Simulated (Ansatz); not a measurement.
C₂H₆OSi₂, SMILES C#C[SiH2][SiH2]O.

Coordinates come from a ωB97X-D3(BJ)/def2-SVP optimisation. This is a generated structure with no PubChem entry under its InChIKey; it may be hypothetical. The values are those of a single conformer.

Two levels are set side by side: PBE/def2-TZVPD (Ansatz, a first-principles code) and PBE0/def2-TZVPD (Ansatz). Energy differences of separate SCF runs at the same geometry; the states with an electron removed or added have multiplicity 2 and 2. Differences are taken from unrounded values.

```
quantity                           PBE0
---------------------------------  ----
vertical ionisation energy (eV)    9.64
vertical singlet–triplet gap (eV)  4.94
```

What does PBE give, and how far is it from PBE0? (The exact figures need the calculation; the answer reports its results.)


```
quantity                            PBE  PBE minus PBE0
---------------------------------  ----  --------------
vertical ionisation energy (eV)    9.31           -0.33
vertical singlet–triplet gap (eV)  4.67           -0.27
```
